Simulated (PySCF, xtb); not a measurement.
AlClH2Se2, SMILES [Cl][Al]([SeH])[SeH]. The values are those of a single conformer.

Harmonic wavenumbers (cm⁻¹) from GFN2-xTB (xtb) at its own minimum, in rising order: 80, 84, 108, 147, 186, 245, 410, 471, 471, 611, 1996, 2019.

### Question
What does B3LYP-D3(BJ)/def2-SVP in PySCF give at its own minimum? (Estimate from the structure and the level; the computed values follow.)

### Answer
91, 104, 164, 170, 239, 245, 472, 548, 599, 643, 2404, 2408. Paired by order, the mean absolute difference is 105 cm⁻¹ and the zero-point energies are 9.8 and 11.6 kcal/mol.
